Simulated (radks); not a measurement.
These are the eigenvalues of the occupied orbitals of an atom or ion with whole-number occupations (eV). Calculated with a radial shooting solver on a logarithmic mesh with Libxc functionals: scalar-relativistic Kohn-Sham, exchange-only LDA, spin-polarised, spherical densities, point nucleus.

| orbital | eigenvalue |
|---|---|
| 1s up | -83437.36 |
| 1s down | -83436.75 |
| 2s up | -15046.59 |
| 2s down | -15046.23 |
| 2p up | -13021.79 |
| 2p down | -13021.30 |
| 3s up | -3803.811 |
| 3s down | -3803.416 |
| 3p up | -3218.892 |
| 3p down | -3218.457 |
| 3d up | -2603.633 |
| 3d down | -2603.212 |
| 4s up | -1071.616 |
| 4s down | -1070.878 |
| 4p up | -879.3235 |
| 4p down | -878.4848 |
| 4d up | -651.3439 |
| 4d down | -650.3188 |
| 5s up | -403.3524 |
| 5s down | -398.0296 |
| 4f up | -397.6107 |
| 4f down | -396.2550 |
| 5p up | -343.5006 |

Which element is it, and in what charge state? The configuration may be excited. Open shells, if any, are filled with parallel spins first.

Answer. Z = 80, mercury, charge +15: Hg15+ in [Kr] 4d10 4f14 5s2 5p3. The list shows which subshells hold electrons but not how many an open one holds; the 1s level, -3066.3 hartree, gives Z - s = 78.3 by -(Z - s)^2/2, which with screening and relativity narrows Z to a few neighbours, and the depths of the outer levels then fix element, charge and occupations together.
